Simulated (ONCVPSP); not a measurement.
Ranking ONCV potentials for gallium

All share these settings but for the change named:

- Element: gallium (Ga)
- Generator: ONCVPSP 4.0.1
- Type: optimised norm-conserving Vanderbilt (ONCV)
- Functional: PBE
- Relativity: scalar-relativistic
- Frozen core: [Ar] 3d10
- Valence charge: 3
- Reference configuration: 4s2 4p1
- Partial waves: 4s: rc 1.80 bohr, ncon 4, nbas 7, qcut 4.1 1/bohr, local; 4p: rc 2.05 bohr, ncon 3, nbas 6, qcut 4.6 1/bohr, 1 projector
- Local potential: the s channel
- Core correction: Teter function, fcfact 4, rcfact 1.2

Test errors are all-electron minus pseudo excitation energies from the reference, over 4s2 4p0; 4s1 4p0; 4s2 4p0.5; 4s1 4p2. None of these files shows a bound ghost.

The base gives 16.8 meV.

Of 7 variants that were run, those that failed, showed a ghost or another fault, or gave nearly equal values are left out.

A variant can come out equal or close to the base, since the largest error may sit in a test that the change hardly touches while other tests move.

Question: Rank these variants by their largest absolute test error, smallest first.
A. p: qcut 3.1
B. s: qcut 4.2; p: qcut 4.7
C. core correction Teter function, fcfact 4, rcfact 1.76
D. core correction polynomial model core, fcfact 0.4

Answer: B (16.8 meV), A (19.3 meV), D (165.7 meV), C (544.2 meV).
